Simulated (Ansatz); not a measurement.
Species: HTe, charge 0, doublet. HTe (SMILES [TeH], doublet).
B3LYP-D3(BJ)/def2-TZVP minimum from Ansatz (a quantum-chemistry and plane-wave program):
```xyz
2

Te     0.0000     0.0000    -0.0314
H      0.0000     0.0000     1.6331
```
Charge 0, spin multiplicity 2.

Quantity: atomisation energy (electronic, to ground-state atoms), in kcal/mol. Open shells are spin-unrestricted; no spin-orbit coupling. Correlated methods leave the cores frozen (noble-gas shells, and filled d and f shells in the p block). Past Kr the def2 sets carry scalar-relativistic core potentials. CBS(X,Y): correlation extrapolated as X^-3, Hartree-Fock from the larger set. A bracket is a step between two methods taken in the basis named. For partners of very few electrons the exact lower level stands in for a higher one. Spin-orbit terms, left out, reach several kcal/mol for Br and I, and more for heavier atoms.

CCSD(T)/CBS(def2-TZVPP,def2-QZVPP) + [CCSDT(Q) - CCSD(T)]/def2-QZVPP + [CCSDTQ - CCSDT(Q)]/def2-TZVPP (Ansatz) gives 68.5 kcal/mol.

Task: How far off this value is PBE/def2-TZVPD (Ansatz), in which direction, and how far these levels: r2SCAN/def2-TZVPD, PBE0/def2-TZVPD, CCSD(T)/CBS(def2-TZVPP,def2-QZVPP)?

Result: PBE gives 68.9 kcal/mol, 0.4 kcal/mol above it. Differences of the others: r2SCAN/def2-TZVPD (Ansatz) -0.2; PBE0/def2-TZVPD (Ansatz) -1.2; CCSD(T)/CBS(def2-TZVPP,def2-QZVPP) (Ansatz) -0.2 kcal/mol.
